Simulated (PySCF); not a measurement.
H2O3Si, SMILES O[Si](=O)O.

Geometry optimised at B3LYP-D3(BJ)/def2-SVP. One conformer was computed; it need not be the lowest.

Method: TDDFT-PBE/def2-SVPD in PySCF 2.14.0.

Vertical excitations.  State labels are in the subgroup C2v.

Computed lowest excited states:
```
state  symmetry  energy (eV)  λ (nm)      f                                                                 main pairs
-----  --------  -----------  ------  -----  -------------------------------------------------------------------------
S1           B2         4.88     254  0.033                                                            HOMO→LUMO 100 %
S2           B1         5.23     237  0.017                                                           HOMO−1→LUMO 99 %
S3           A2         6.22     199  0.000                                                          HOMO→LUMO+1 100 %
S4           A1         6.43     193  0.029                                       HOMO−2→LUMO 84 %, HOMO−1→LUMO+1 14 %
S5           A2         6.76     183  0.000                                                          HOMO−3→LUMO 100 %
S6           A1         6.79     183  0.002                                       HOMO→LUMO+2 84 %, HOMO−1→LUMO+1 16 %
S7           A2         7.15     173  0.000                                                        HOMO−1→LUMO+2 100 %
S8           B2         7.26     171  0.001                                                          HOMO→LUMO+3 100 %
S9           B1         7.62     163  0.000                                                         HOMO−1→LUMO+3 90 %
S10          A1         7.73     160  0.156  HOMO−1→LUMO+1 57 %, HOMO→LUMO+2 12 %, HOMO−2→LUMO 12 %, HOMO−2→LUMO+3 9 %
T1           B2         4.55     272      0                                                            HOMO→LUMO 100 %
T2           B1         4.80     258      0                                                           HOMO−1→LUMO 98 %
T3           A1         5.72     217      0                                       HOMO−1→LUMO+1 74 %, HOMO−2→LUMO 23 %
T4           A2         5.88     211      0                                                           HOMO→LUMO+1 99 %
```
Triplets are in the Tamm–Dancoff approximation, which puts them higher than full response would, so one can lie above its singlet here.
